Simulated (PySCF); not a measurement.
**Core-level binding energies of `[SiH3]OC1=C[O][AlH2-][O+]=C1`**

Compound: C3H7AlO3Si.
Bonds: Si1–O2, O2–C3, C3–C4 (double), C4–O5, O5–Al6, Al6–O7, O7–C8 (double), C3–C8. Hydrogens: H9, H10, H11 on Si1; H12 on C4; H13, H14 on Al6; H15 on C8.

Computed with delta-SCF UKS SCAN, pcX-2 on the ionised atom, pcseg-1 elsewhere, spin-free X2C (PySCF). Vertical ΔSCF values, vacuum level as zero.

List the computed XPS lines with their assignment.

```
atom(s)                      environment     level  binding energy (eV)  2p1/2 (eV)  above the level's lowest (eV)  count
    Si1             oxygen-bound silicon  Si 2p3/2               108.14      108.77                           0.00      1
     C3    vinylic carbon bearing oxygen      C 1s               292.51           –                           0.00      1
  O5/O7        oxygen bonded to Al and C      O 1s               538.45           –                           0.00      2
     O2               silyl ether oxygen      O 1s               539.05           –                          +0.60      1
    Al6  aluminium bonded to 2 O and 2 H     Al 1s              1566.78           –                           0.00      1
    Si1             oxygen-bound silicon     Si 1s              1848.04           –                           0.00      1
```

The listed O 1s values span 0.60 eV, from O5/O7 (bonded to C and Al) to O2 (bonded to C and Si). Summing the Pauling electronegativity differences to the bonded atoms, each weighted by its formal bond order, gives -3.17 for the lowest site and -2.43 for the highest.

Which photon wavelength matches the O 1s of O5/O7 threshold?

λ = hc/E = 12398.42 eV Å / 538.45 eV = 23.026 Å.

One atom of each set of topologically equivalent atoms was ionised and stands for the set; in this conformer not all members are related by symmetry, and their own values weren't computed. The list is incomplete; no value stands for C 1s of C4, C8 (hole states with ⟨S²⟩ of 1 or more are left out). The 2p values add to the ΔSCF energy of one spin-free hole a correction within the shell (spin–orbit coupling, ligand field). 2p1/2 minus 2p3/2 (ligand field included): Si 0.63 eV. One conformer (not necessarily the lowest) at the PBE0-D3(BJ)/def2-SVP geometry, without solvent, vibrations or thermal averaging.

Shape of the structure used: `[SiH3:1][O:2][C:3]1=[CH:4][O:5][AlH2-:6][O+:7]=[CH:8]1`: Si1–O2–C3–C4 1°.
